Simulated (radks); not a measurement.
Values are calculated unless marked as measured or tabulated.
Valence configurations of Re2+ (all share [Xe]). Level of theory: Dirac Kohn-Sham, PBE, spin-unpolarised, spherical densities, finite nucleus; open shells fill j = l - 1/2 first; Fermi nuclear charge, rms radius 5.3698 fm (a radial shooting solver on a logarithmic mesh with Libxc functionals). Energies are relative to 4f14 5d5; eigenvalues in eV.

valence           E (eV)  e(4f5/2)  e(4f7/2)  e(5d3/2)  e(5d5/2)  e(6p1/2)
4f14 5d5           0.000   -59.706   -57.195   -21.746   -20.774         -
4f14 5d4 6s1       1.278   -62.878   -60.365   -23.915         -         -
4f14 5d3 6s2       4.599   -66.512   -63.997   -26.321         -         -
4f14 5d4 6p1       7.377   -64.042   -61.529   -24.893         -   -15.671
4f13 5d5 6s1      42.934   -73.040   -70.430   -25.688   -24.526         -
4f13 5d5 6p1      49.223   -74.197   -71.587   -26.683   -25.505   -15.995
4f13 5d4 6s1 6p1  52.933   -77.737   -75.125   -29.075         -   -16.935
4f13 5d4 6p2      59.611   -78.861   -76.248   -30.020         -   -17.479
4f12 5d5 6s2      97.856   -87.331   -84.620   -29.974   -28.615         -
4f12 5d5 6p2      111.50   -89.594   -86.883   -31.922   -30.533   -17.781

NIST lists [Xe] 4f14 5d5 as the ground configuration; this level of theory agrees among the configurations tried. The energies are those of spherical spin-averaged densities, not of single terms.
